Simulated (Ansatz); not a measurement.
Born–Oppenheimer molecular dynamics of ClH5N2OZr (10 atoms, charge 0, multiplicity 1). It starts from a relaxed structure.

The calculation used RKS LDA/def2-SVP in Ansatz 0.2.0.

```
ensemble        : NVT, Langevin thermostat
time step       : 0.25 fs
steps asked     : 300
set temperature : 100 K
friction        : 0.001 /fs
masses          : H 2.014 u
seed            : 22664
```

First frame:

```xyz
10
Properties=species:S:1:pos:R:3
Zr -0.144 -0.042 -0.080
O -0.370 -0.044 1.819
H -0.185 0.098 2.760
N 1.813 -0.046 -0.586
H 2.335 -0.785 -1.073
H 2.468 0.715 -0.356
Cl -1.136 1.854 -1.107
N -0.890 -1.767 -0.802
H -1.241 -2.570 -0.264
H -1.118 -1.913 -1.796
```

Problem. How far do the bonds stretch over the last three quarters of this one trajectory? (Pairs bonded in most of those frames.)

Solution. 
```tsv
bond	mean (Å)	spread (Å)	shortest	longest
Zr1–O2	1.918	0.005	1.91	1.93
Zr1–N4	2.022	0.011	2.01	2.04
Zr1–Cl7	2.367	0.020	2.34	2.40
Zr1–N8	2.018	0.008	2.01	2.03
O2–H3	0.970	0.005	0.96	0.98
N4–H5	1.028	0.010	1.01	1.05
N4–H6	1.031	0.009	1.01	1.05
N8–H9	1.029	0.007	1.02	1.04
N8–H10	1.030	0.007	1.02	1.04
```

Mean temperature of the second half: 54 K. The mean temperature of the second half is 46 % below the set value. A run of 0.075 ps of so small a system gives no equilibrium averages.

Time of the run: 13 min on 2 threads of Arm Neoverse N1, on a shared host, peak memory 0.17 GiB.
